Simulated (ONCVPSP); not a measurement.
Before and after: ONCV potential for Bi

```json
{"Element": "Bi", "Generator": "ONCVPSP 4.0.1", "Type": "optimised norm-conserving Vanderbilt (ONCV)", "Functional": "PBE", "Relativity": "scalar-relativistic", "Frozen core": "[Kr] 4d10 4f14 5s2", "Valence charge": "21", "Reference configuration": "5p6 5d10 6s1 6p4", "Partial waves": "6s: rc 1.75 bohr, ncon 4, nbas 7, qcut 3.3 1/bohr, local; 5p+6p: rc 1.75 bohr, ncon 4, nbas 8, qcut 7.7 1/bohr, 2 projectors; 5d: rc 1.80 bohr, ncon 5, nbas 9, qcut 8.5 1/bohr, 2 projectors, debl 1.9 Ha", "Local potential": "the s channel", "Core correction": "Teter function, fcfact 2.25, rcfact 1.05"}
```

Change: s: rc 1.6.

Cutoffs: the cutoffs (Ha) at which the residual kinetic energy of the hardest occupied pseudo-wave falls to 1 and 0.1 mHa per electron; they do not see the model core or the augmentation charge, which bear on the density cutoff. Errors are all-electron minus pseudo energies relative to the spin-unpolarised reference configuration.

Task: What does the change do?

Result: The potential gets harder (26 Ha and 30 Ha → 43 Ha and 53 Ha); of the 4 tests that both files solve, the error grows in 0 and shrinks in 1 by more than 15 % and 0.3 meV (median size 23.8 → 21.9 meV); neither file shows a bound ghost. A smaller radius makes the pseudo-wave follow the all-electron one further in, where it bends more sharply, so more plane waves are needed.

| quantity | base | changed |
| --- | --- | --- |
| cutoff, loose | 26 Ha | 43 Ha |
| cutoff, tight | 30 Ha | 53 Ha |
| loose cutoff by channel | s 11 Ha, p 20 Ha, d 26 Ha | s 43 Ha, p 20 Ha, d 26 Ha |
| bound ghosts | none | none |
| GHOST(+) flags under 300 eV | none | none |
| error for 5p6 5d10 6s2 6p3, meV [ΔE -10.08 eV] | -8.9 | -7.5 |
| error for 5p6 5d10 6s2 6p2, meV [ΔE -2.17 eV] | -16 | -15 |
| error for 5p6 5d10 6s2 6p1, meV [ΔE 13.08 eV] | -31 | -29 |
| error for 5p5 5d10 6s2 6p3, meV [ΔE 93.13 eV] | -517 | -465 |
| p: phases at 1.77 bohr within 0.05 rad from the reference energy up to (Ha; the scan ends near 5) | to the end of the scan | to the end of the scan |
| d: phases at 1.83 bohr within 0.05 rad from the reference energy up to (Ha; the scan ends near 5) | to the end of the scan | to the end of the scan |
| rms error of d²Exc/dni dnj with the model core, mHa | 2.11 | 2.11 |
